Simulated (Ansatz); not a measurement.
Reactions of C₂H₇BSi (`CC1B[SiH2]1`).

Program: Ansatz. Geometries: PBE0-D4/def2-TZVP. ΔE: electronic, gas phase. CCSD(T)/CBS adds triple-zeta CCSD(T) − MP2 to the extrapolated MP2 energy (def2 sets, frozen cores). This one scheme is used for every species, atoms too. Functionals use def2-TZVPP. No spin–orbit coupling; open shells (•) take unrestricted orbitals. Spin–orbit coupling would lower the free atoms: a little for B, C, Si. def2 core potentials past Kr. Bonds to Br, Se, W are less sure, by a few kJ/mol each and by 10 to 20 or more in all where they break to atoms, as the def2 sets lack core-valence functions. Scalar relativity is left out up to krypton. One conformer a species, not always the lowest.

```tsv
reaction	CCSD(T)/def2-SVP (kcal/mol)	CCSD/CBS(def2) (kcal/mol)	revPBE-D4 (kcal/mol)
`CC1B[SiH2]1` + `[NH]=[W](=[NH])([OH])[OH]` → `C[O][W](=[NH])(=[NH])[OH]` + `B1C[SiH2]1`	9.6	11.9	12.1
`CC1B[SiH2]1` → B• + 2 C• + 7 H• + Si•	890.4	918.8	930.8
`CC1B[SiH2]1` + H₂ → `B1C[SiH2]1` + CH₄	-15.6	-17.1	-13.7
`CC1B[SiH2]1` → `B/C=C/[SiH3]`	-14.8	-16.8	-9.6
`CC1B[SiH2]1` + `[Cl][Al]([Cl])[SeH]` → `C[Se][Al]([Cl])[Cl]` + `B1C[SiH2]1`	6.4	2.4	2.3
`CC1B[SiH2]1` + HBr → `BrC1B[SiH2]1` + CH₄	5.1	1.7	-0.2
`CC1B[SiH2]1` → `B1C[SiH2]1` + `[CH2]` (triplet)	101.1	101.4	103.3
```

Problem. Give the CCSD(T)/CBS values in the same order. (Estimate.)

Solution. Ansatz gave: 12.1, 931.4, -15.9, -14.9, 2.4, 1.2, 104.4 kcal/mol.

Largest T1 diagnostic: 0.020, for `[NH]=[W](=[NH])([OH])[OH]`.
